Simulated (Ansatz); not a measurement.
Wavefunction ladder for `CC[O][Ga]([Cl])[Cl]`

```xyz
11

C     1.289   -0.011    0.779
C    -0.020    0.733    0.655
O    -1.098   -0.144    0.372
Ga   -1.457   -0.697   -1.260
Cl   -0.394    0.092   -2.923
Cl   -2.989   -2.120   -1.544
H     2.091    0.671    1.073
H     1.571   -0.467   -0.175
H     1.212   -0.799    1.530
H    -0.267    1.226    1.601
H     0.064    1.517   -0.108
```

Charge 0, multiplicity 1. Correlated methods include outer-core shells of Ga, which these sets cover unevenly. Scalar relativity is left out up to krypton. The structure was optimised at the PBE0-D4/def2-TZVP level. It is one conformer, not always the lowest. Frozen core, restricted reference, the Gaussian-basis code of Ansatz.

```json
{"basis": "def2-SVP", "HF (Eh)": "?", "MP2 corr.": "?", "CCSD corr.": "-0.98136", "(T)": "-0.02706", "CCSD(T) total": "?"}
{"basis": "def2-TZVPP", "HF (Eh)": "?", "MP2 corr.": "-1.17655", "CCSD corr.": "–", "(T)": "–", "CCSD(T) total": "–"}
{"basis": "def2-QZVPP", "HF (Eh)": "-2996.06720", "MP2 corr.": "?", "CCSD corr.": "–", "(T)": "–", "CCSD(T) total": "–"}
```

Fill in the withheld values. (Best estimate.)

The calculation gave: def2-SVP HF (Eh): -2995.25153; def2-SVP MP2 corr.: -0.93887; def2-SVP CCSD(T) total: -2996.25995; def2-TZVPP HF (Eh): -2995.99444; def2-QZVPP MP2 corr.: -1.50348.
